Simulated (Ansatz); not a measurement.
Basis sets compared for MoBr₄. Charge 0, multiplicity 3. Geometry PBE-D4/def2-SVP. Ansatz on 4 threads of Arm Neoverse V1 on a shared host; times are rough, and most runs start from earlier orbitals.

```xyz
5

Mo    0.000    0.000    0.000
Br    1.962   -1.180   -0.702
Br   -1.551   -1.540    0.978
Br   -1.014    1.060   -1.893
Br    0.603    1.660    1.617
```

In the def2 sets Mo takes a core potential; there is no spin–orbit coupling.

Binding counts from free atoms (Mo septet, Br doublet) in the same basis, without a counterpoise term.

```csv
level,functions,energy (Eh),HOMO (eV),LUMO (eV),binding per atom (eV),wall time
PBE-D4/def2-SVP,159,-10362.2661,-5.46,-4.20,2.91,4.6 s
PBE0-D4/def2-SVP,159,-10362.5696,-7.20,-3.74,2.67,9 s
```

(1) Estimate the rows for PBE-D4/def2-TZVP, PBE0-D4/def2-TZVP.

Results:

(1) 
```tsv
level	functions	energy (Eh)	HOMO (eV)	LUMO (eV)	binding per atom (eV)	wall time
PBE-D4/def2-TZVP	232	-10363.5386	-5.54	-4.27	2.89	8.5 s
PBE0-D4/def2-TZVP	232	-10363.8432	-7.21	-3.73	2.67	17 s
```
